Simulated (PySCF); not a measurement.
PySCF input for CH3Si, SMILES [CH]=[SiH2], multiplicity 2, PBE0-D3(BJ)/def2-TZVP. Geometry: PBE0-D3(BJ)/def2-TZVP. The isomer is the one that the SMILES or the coordinates give; other isomers of the formula were not compared.

```python
import numpy as np
from pyscf import gto, scf, dft, df
from pyscf.hessian import thermo

mol = gto.M(
    atom='''
    C    -0.00000000    0.00000000   -1.18282522
    Si    0.00000000   -0.00000000    0.48522713
    H     0.00000000   -0.00000001   -2.25556048
    H     0.00000000   -1.24707224    1.27966599
    H     0.00000000    1.24707224    1.27966598
    ''',
    basis='def2-TZVP',
    charge=0,
    spin=1,
    max_memory=1600,
    verbose=3,
)
mf = dft.UKS(mol, xc='pbe0').density_fit(auxbasis='def2-universal-jkfit')
mf.disp = 'd3bj'
mf.grids.level = 3
mf.conv_tol = 1e-11
mf.max_cycle = 100
mf.kernel()
fine, coarse = mf.grids, dft.Grids(mol).set(level=1).build(with_non0tab=True)
for _ in range(3):  # follow internal instabilities
    mf.grids = coarse
    mo, _, stable, _ = mf.stability(return_status=True, nroots=4)
    mf.grids = fine
    if stable:
        break
    mf.kernel(mf.make_rdm1(mo, mf.mo_occ))

# [left out here: the lines that compute and print the analytic Hessian (its translational invariance restored by hand, since the grid's response is missing), thermochemistry and intensities]
```

Output:

```

WARN: HOMO -0.22275685722969 >= LUMO -0.222756857229687

converged SCF energy = -329.108320527375  <S^2> = 0.78500225  2S+1 = 2.0347012
<class 'pyscf.df.df_jk.DFUKS'> wavefunction is stable in the internal stability analysis

WARN: DFTD3 does not support analytical Hessian, using finite difference


WARN: Mole.unit (angstrom) is changed to Bohr

Mode                                 0                   1                   2
Irrep
Freq [cm^-1]                      206.3252            339.7976            599.0706
Reduced mass [au]                   1.2032              1.3232              1.2079
Force const [Dyne/A]                0.0302              0.0900              0.2554
Char temp [K]                     296.8561            488.8931            861.9292
Normal mode                   x     y     z       x     y     z       x     y     z
       0   C                 0.00  0.12  0.00    0.11 -0.00 -0.00    0.00 -0.08  0.00
       1  Si                -0.00 -0.02  0.00   -0.06 -0.00  0.00   -0.00  0.06  0.00
       2   H                -0.00 -0.90  0.00   -0.48  0.00 -0.00   -0.00 -0.10  0.00
       3   H                 0.00 -0.04 -0.02    0.50  0.00  0.00    0.00 -0.30 -0.56
       4   H                 0.00 -0.04  0.02    0.50  0.00 -0.00    0.00 -0.30  0.56
Mode                                 3                   4                   5
Irrep
Freq [cm^-1]                      662.2750            939.7046           1076.2275
Reduced mass [au]                   1.0899              1.0406              7.2883
Force const [Dyne/A]                0.2817              0.5414              4.9738
Char temp [K]                     952.8662           1352.0256           1548.4517
Normal mode                   x     y     z       x     y     z       x     y     z
       0   C                -0.07 -0.00  0.00   -0.00 -0.00 -0.04   -0.00  0.00 -0.23
       1  Si                -0.03  0.00 -0.00    0.00  0.00 -0.03    0.00 -0.00  0.11
       2   H                 0.76 -0.00  0.00    0.00 -0.00 -0.04    0.00  0.00 -0.26
       3   H                 0.41 -0.00 -0.00    0.00  0.37  0.58    0.00 -0.06  0.01
       4   H                 0.41 -0.00  0.00    0.00 -0.37  0.58    0.00  0.06  0.01
Mode                                 6                   7                   8
Irrep
Freq [cm^-1]                     2255.0205           2266.9110           3358.0648
Reduced mass [au]                   1.0276              1.0576              1.1016
Force const [Dyne/A]                3.0788              3.2021              7.3193
Char temp [K]                    3244.4725           3261.5802           4831.5076
Normal mode                   x     y     z       x     y     z       x     y     z
       0   C                -0.00 -0.00 -0.00   -0.00  0.00 -0.00    0.00 -0.00 -0.09
       1  Si                 0.00  0.00  0.03   -0.00 -0.04  0.00   -0.00  0.00  0.00
       2   H                 0.00  0.00 -0.00    0.00 -0.01 -0.00   -0.00  0.00  0.95
       3   H                -0.00  0.59 -0.36    0.00  0.58 -0.37   -0.00 -0.00  0.00
       4   H                -0.00 -0.59 -0.36    0.00  0.58  0.37   -0.00  0.00  0.00
temperature 298.1500 [K]
pressure 101325.00 [Pa]
Rotational constants [GHz] 161.19199 15.87017 14.44772
Symmetry number 2
Zero-point energy (ZPE) 0.02666 [Eh]   70001.858 [J/mol]
                           tot       elec      trans        rot        vib
Entropy [J/mol/K]       256.048      5.763    155.689     76.675     17.921
Cv [J/mol/K]             50.555      0.000     12.472     12.472     25.612
Cp [J/mol/K]             58.870      0.000     20.786     12.472     25.612
Internal energy [J/mol]                      3718.434   3718.434  73380.978
Internal energy [Eh]   -329.07754  -329.10832
Enthalpy [J/mol]                             6197.391   3718.434  73380.978
Enthalpy [Eh]          -329.07659
Gibbs free energy [J/mol]                  -40221.314 -19142.236  68037.972
Gibbs free energy [Eh] -329.10567
mode   freq/cm-1   IR/(km/mol)
   1      206.33        42.296
   2      339.80        40.919
   3      599.07        37.600
   4      662.27        22.904
   5      939.70        36.826
   6     1076.23         5.755
   7     2255.02        19.705
   8     2266.91        68.605
   9     3358.06        15.674
max |gradient| / (hartree/bohr): 3.707771794515746e-05
APT charges: [-0.4241  0.5326  0.1586 -0.1336 -0.1336]
```

The calculation finished and met its thresholds.

Cost: roughly 60 core-seconds.
